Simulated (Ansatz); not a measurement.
Consider the formal loss of a carbene: `C[SiH2][TeH]` → `[CH2]` (triplet) + `[SiH3][TeH]`.

Computed with Ansatz on PBE0-D4/def2-TZVP structures; ΔE is electronic, products minus reactants. CCSD(T)/CBS adds triple-zeta CCSD(T) − MP2 to the extrapolated MP2 energy (def2 sets, frozen cores). This one scheme is used for every species. DFT in def2-TZVPP. Triplets are unrestricted, without spin–orbit coupling. def2 core potentials past Kr. For Te outer-core shells are correlated without core-valence functions, which leaves a few kJ/mol of doubt a bond.

```json
{"level": "B2PLYP", "ΔE (kJ/mol)": "470.8"}
{"level": "MP2/def2-SVP", "ΔE (kJ/mol)": "464.6"}
{"level": "CCSD(T)/def2-SVP", "ΔE (kJ/mol)": "451.5"}
{"level": "MP2/def2-QZVPP", "ΔE (kJ/mol)": "492.8"}
```

Question: What does CCSD(T)/CBS give? (Estimate.)

Answer: Computed: +482.2 kJ/mol. The listed levels differ from it by -11.4, -17.6, -30.7, 10.6 kJ/mol.

Question: What do rigid-rotor, harmonic-oscillator terms from PBE0-D4/def2-TZVP frequencies (298.15 K, 1 bar) make of the CCSD(T)/CBS value? (An estimate is asked.)

Answer: Ansatz gave: ΔZPE = -31.4 kJ/mol, ΔH = +456.7 kJ/mol, ΔS = 158 J/(mol·K), ΔG = +409.7 kJ/mol. Open shells count their whole term as degenerate.

Largest T1 diagnostic among the species: 0.011.

In def2-TZVPP, CCSD(T) changes the Hartree–Fock value by +139.9 kJ/mol (the triples alone add +11.6 kJ/mol) and MP2 by +156.1 kJ/mol. The D4 term adds +10.9 kJ/mol with B3LYP and +5.9 kJ/mol with PBE0; it sums over pairs of atoms, weighted by their polarisabilities, and B3LYP, whose exchange is more repulsive, gets the larger term.

B3LYP here is the variant with VWN-RPA as its local correlation; programs differ in this.
